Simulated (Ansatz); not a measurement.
Breaking the N6–H7 bond in CH5BeN (SMILES [CH3][Be][NH2]) (multiplicity 1 held, fragments rigid). Energies count from the point at 1.008 Å.
Geometry at that point (charge 0, multiplicity 1):
```json
[
 {"atom": "Be", "x (Å)": "-0.0534", "y (Å)": "-0.0264", "z (Å)": "0.0485"},
 {"atom": "C", "x (Å)": "1.1209", "y (Å)": "0.4370", "z (Å)": "-1.0689"},
 {"atom": "H", "x (Å)": "2.0393", "y (Å)": "-0.1500", "z (Å)": "-0.9744"},
 {"atom": "H", "x (Å)": "1.4042", "y (Å)": "1.4867", "z (Å)": "-0.9350"},
 {"atom": "H", "x (Å)": "0.7751", "y (Å)": "0.3350", "z (Å)": "-2.1018"},
 {"atom": "N", "x (Å)": "-1.1023", "y (Å)": "-0.4307", "z (Å)": "1.0508"},
 {"atom": "H", "x (Å)": "-1.5170", "y (Å)": "-1.3464", "z (Å)": "1.1218"},
 {"atom": "H", "x (Å)": "-1.4973", "y (Å)": "0.1738", "z (Å)": "1.7537"}
]
```

R- and RO- levels are restricted; in cc, def2 and unpolarised 6-31G sets they are followed outwards from rest. U- levels take the lowest unrestricted solution at each point, which mixes spins at long bonds. Levels need not reach the same state.

Cores are frozen in the correlated methods.

Run with Ansatz (Gaussian orbitals). 

Energies in kcal/mol.

```json
[
 {"R (Å)": "0.806", "R-HF/cc-pVTZ": "31.6", "U-HF/cc-pVTZ": "31.6", "U-PBE/cc-pVTZ": "35.5", "R-r2SCAN/cc-pVTZ": "33.9", "U-CCSD/cc-pVTZ": "33.7", "R-CCSD(T)/cc-pVTZ": "34.1"},
 {"R (Å)": "0.907", "R-HF/cc-pVTZ": "5.3", "U-HF/cc-pVTZ": "5.3", "U-PBE/cc-pVTZ": "7.4", "R-r2SCAN/cc-pVTZ": "6.6", "U-CCSD/cc-pVTZ": "6.5", "R-CCSD(T)/cc-pVTZ": "6.7"},
 {"R (Å)": "1.008", "R-HF/cc-pVTZ": "0.0", "U-HF/cc-pVTZ": "0.0", "U-PBE/cc-pVTZ": "0.0", "R-r2SCAN/cc-pVTZ": "0.0", "U-CCSD/cc-pVTZ": "0.0", "R-CCSD(T)/cc-pVTZ": "0.0"},
 {"R (Å)": "1.108", "R-HF/cc-pVTZ": "6.0", "U-HF/cc-pVTZ": "6.0", "U-PBE/cc-pVTZ": "3.6", "R-r2SCAN/cc-pVTZ": "4.4", "U-CCSD/cc-pVTZ": "4.6", "R-CCSD(T)/cc-pVTZ": "4.4"},
 {"R (Å)": "1.209", "R-HF/cc-pVTZ": "17.8", "U-HF/cc-pVTZ": "17.8", "U-PBE/cc-pVTZ": "12.9", "R-r2SCAN/cc-pVTZ": "14.4", "U-CCSD/cc-pVTZ": "14.9", "R-CCSD(T)/cc-pVTZ": "14.4"},
 {"R (Å)": "1.360", "R-HF/cc-pVTZ": "40.2", "U-HF/cc-pVTZ": "40.2", "U-PBE/cc-pVTZ": "31.4", "R-r2SCAN/cc-pVTZ": "33.9", "U-CCSD/cc-pVTZ": "34.7", "R-CCSD(T)/cc-pVTZ": "33.8"},
 {"R (Å)": "1.512", "R-HF/cc-pVTZ": "63.8", "U-HF/cc-pVTZ": "63.7", "U-PBE/cc-pVTZ": "50.9", "R-r2SCAN/cc-pVTZ": "54.4", "U-CCSD/cc-pVTZ": "55.3", "R-CCSD(T)/cc-pVTZ": "53.8"},
 {"R (Å)": "1.763", "R-HF/cc-pVTZ": "100.2", "U-HF/cc-pVTZ": "86.4", "U-PBE/cc-pVTZ": "80.4", "R-r2SCAN/cc-pVTZ": "85.4", "U-CCSD/cc-pVTZ": "86.6", "R-CCSD(T)/cc-pVTZ": "82.6"},
 {"R (Å)": "2.015", "R-HF/cc-pVTZ": "130.8", "U-HF/cc-pVTZ": "94.8", "U-PBE/cc-pVTZ": "104.0", "R-r2SCAN/cc-pVTZ": "110.6", "U-CCSD/cc-pVTZ": "109.2", "R-CCSD(T)/cc-pVTZ": "103.2"},
 {"R (Å)": "2.318", "R-HF/cc-pVTZ": "160.1", "U-HF/cc-pVTZ": "93.2", "U-PBE/cc-pVTZ": "118.0", "R-r2SCAN/cc-pVTZ": "133.1", "U-CCSD/cc-pVTZ": "120.4", "R-CCSD(T)/cc-pVTZ": "117.3"},
 {"R (Å)": "2.721", "R-HF/cc-pVTZ": "188.9", "U-HF/cc-pVTZ": "90.8", "U-PBE/cc-pVTZ": "119.5", "R-r2SCAN/cc-pVTZ": "153.1", "U-CCSD/cc-pVTZ": "[?]", "R-CCSD(T)/cc-pVTZ": "123.0"},
 {"R (Å)": "3.225", "R-HF/cc-pVTZ": "213.4", "U-HF/cc-pVTZ": "89.8", "U-PBE/cc-pVTZ": "119.3", "R-r2SCAN/cc-pVTZ": "167.2", "U-CCSD/cc-pVTZ": "[?]", "R-CCSD(T)/cc-pVTZ": "121.0"}
]
```

Task: Complete the blanks.

Result: 
- 2.721, U-CCSD/cc-pVTZ: 119.0
- 3.225, U-CCSD/cc-pVTZ: 118.5

Doubts at one or more of the structures used: a restricted determinant that unrestricted orbitals would lower (R-HF/cc-pVTZ, R-r2SCAN/cc-pVTZ, R-CCSD(T)/cc-pVTZ); a spin-contaminated determinant (U-HF/cc-pVTZ, U-PBE/cc-pVTZ, U-CCSD/cc-pVTZ); T1 above 0.05 (U-CCSD/cc-pVTZ); other coupled-cluster roots lie near (R-CCSD(T)/cc-pVTZ).

Ansatz is a quantum-chemistry and plane-wave program.
